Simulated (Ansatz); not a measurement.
Basis-set extrapolation for C₄H₈Cl₂F₂Si₂ (`C[Si](C)(Cl)/C=C\[Si](F)(F)Cl`) (PBE0-D4/def2-TZVP geometry, frozen core, Ansatz). Multiplicity 1, RHF reference.

```
                       def2-TZVPP    def2-QZVPP
                 HF  -1852.352204  -1852.412318
    MP2 correlation     -1.773972     -1.923818
CCSD(T) correlation     -1.926808       not run
```

Energies in hartree. Use E(X) = E(∞) + A·exp(−7.88·√X) for Hartree–Fock and E(X) = E(∞) + B·X^(−2.97) for correlation, with X = 3 and 4, and add CCSD(T) minus MP2 of the smaller set to the MP2 limit.

What is the CCSD(T) energy at the basis-set limit?

HF limit: -1852.412318 + (-0.060114) × 0.13774 = -1852.42060. MP2 limit: -1.923818 + (-0.149846) × 0.74074 = -2.03481. Higher-order term: -1.926808 − (-1.773972) = -0.15284. Total: -1854.60825 hartree, 864.4 kJ/mol below CCSD(T)/def2-TZVPP.
